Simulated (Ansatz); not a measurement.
Consider the isomerisation: `C[SiH](F)N[SiH3]` → `CN([SiH3])[SiH2]F`.

Isolated molecules relaxed with PBE0-D4/def2-TZVP in Ansatz; ΔE leaves out vibrations. CBS: MP2 limit from def2 TZ/QZ plus the TZ coupled-cluster correction, frozen cores. Functionals use def2-TZVPP. One conformer a species, not always the lowest.

```tsv
level	ΔE (kcal/mol)
PBE-D4	21.5
ωB97X-V	21.4
B2PLYP	21.8
MP2/def2-TZVPP	21.9
```

**Question.** What does CCSD(T)/CBS give? (An estimate is asked.)

**Answer.** Ansatz gave: +22.1 kcal/mol. The listed levels differ from it by -0.6, -0.7, -0.3, -0.2 kcal/mol.

Largest T1 diagnostic among the species: 0.011.
